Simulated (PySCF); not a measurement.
CH5GaO. Atoms are numbered in the order given.

```xyz
8

Ga     0.0502    -0.7785     0.0000
H     -1.0835    -1.8482     0.0000
H      1.6111    -0.9408     0.0000
O     -0.5682     0.9022     0.0000
C      0.2035     2.0743     0.0000
H      1.2958     1.8836     0.0000
H     -0.0276     2.6877     0.8908
H     -0.0276     2.6877    -0.8908
```
Charge 0, spin multiplicity 1.

The structure is a stationary point at B3LYP-D3(BJ)/def2-SVP.

Calculation: HF/def2-TZVPD (PySCF).

Symmetry labels are those of the subgroup Cs that the program uses (full group Cs).

### Question
List the valence orbital energies around the gap with their symmetry. (An estimate is asked for; the answer gives what the named calculation found.)

### Answer

| orbital | symmetry | energy (eV) |
|---|---|---|
| HOMO−7 | A' | -24.31 |
| HOMO−6 | A' | -17.61 |
| HOMO−5 | A" | -16.33 |
| HOMO−4 | A' | -16.11 |
| HOMO−3 | A' | -14.47 |
| HOMO−2 | A' | -12.20 |
| HOMO−1 | A' | -11.62 |
| HOMO | A" | -11.58 |
| LUMO | A" | 1.23 |
| LUMO+1 | A' | 1.49 |
| LUMO+2 | A' | 2.16 |
| LUMO+3 | A' | 2.75 |
